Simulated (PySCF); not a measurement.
# Reading the logs of faulty runs: BClH4NSi

All numbers below are calculated, not measured. The program is PySCF 2.14.0, an open-source quantum chemistry code, run on an isolated molecule that a program drew, which may never have been made. The molecule is BClH4NSi (charge 0, doublet), drawn as the SMILES string `NB([SiH2])Cl`.

Each row is a Hartree-Fock (HF) and frozen-core CCSD(T) single point in the cc-pV(D+d)Z basis, meant for a local HF minimum. Run 1 is clean. Each other run has one planted mistake out of seven kinds, and not every kind appears here: one electron removed, one electron added, multiplicity raised by two, geometry at a saddle point, minimal basis STO-3G, one bond length entered in bohr, all coordinates scaled. The reference is restricted for singlets and unrestricted otherwise, and also for a bond in bohr. Adding or removing an electron swaps singlet and doublet. Electrons count all cores. HOMO and LUMO are orbital energies over both spins, the gradient is its largest component, and the lowest frequency (negative if imaginary) is given only where the gradient is small. Bond lengths are over the 7 bonds as drawn. T1 is the CCSD diagnostic: over 0.02 (restricted) or 0.045 (unrestricted) a single reference is doubtful.

Geometry of the clean run:
```xyz
8
BClH4NSi, angstrom
N     0.8779    0.2419    1.2990
B     1.1111   -0.4689    0.1333
Si    1.2305    0.3898   -1.6976
Cl    1.2395   -2.2591    0.2580
H     0.8020    1.2375    1.3208
H     0.7802   -0.1992    2.1915
H     2.1371   -0.2892   -2.6500
H     1.5066    1.8493   -1.6712
```

```
run  electrons  basis functions  <S^2>  HOMO (eV)  LUMO (eV)  gradient (hartree/bohr)  lowest frequency (cm^-1)  mean bond (Å)  longest bond (Å)      T1  HF (hartree)  CCSD(T) (hartree)                 mistake
  1         47               94  0.760      -8.65       1.15                  1.3e-05                       149         1.4535             2.026  0.0146    -829.96216         -830.49987                no fault
  2         47               94  0.760      -8.71       1.08                  1.7e-02                         -         1.4797             2.062  0.0151    -829.95967         -830.49928  all coordinates scaled
  3         46               94  0.000     -16.18      -6.90                  5.3e-02                         -         1.4535             2.026  0.0183    -829.67659         -830.20973                       ?
  4         47               94  1.325      -8.93       1.03                  2.0e-02                         -         1.7110             3.828  0.0451    -829.86495         -830.38373                       ?
```

**Which mistake was planted in run 3, and what did it cost?**

It counts 46 electrons, one fewer than the clean run, at the same geometry and basis. So the mistake is: one electron removed. Subtracting run 1 and multiplying by 627.51 kcal/mol a hartree, the energy moved by 179.2 kcal/mol in HF and 182.1 kcal/mol in CCSD(T).

**Which mistake was planted in run 4, and what did it cost?**

The mean bond changes by a factor of 1.177 and the longest by 1.889, so the molecule wasn't scaled as a whole. A length L in bohr read as angstrom grows by (1/0.5292 - 1) L = 0.890 L. The 7 bonds together grew by 7 x 0.2575 = 1.803 Å, which gives L = 2.026 Å. That is bond B2-Si3, 2.026 Å in the clean geometry. So the mistake is: one bond length entered in bohr. Subtracting run 1 and multiplying by 627.51 kcal/mol a hartree, the energy moved by 61.0 kcal/mol in HF and 72.9 kcal/mol in CCSD(T).

Cautions from the logs. Run 4: T1 is over the limit, so its CCSD(T) energy is less reliable.
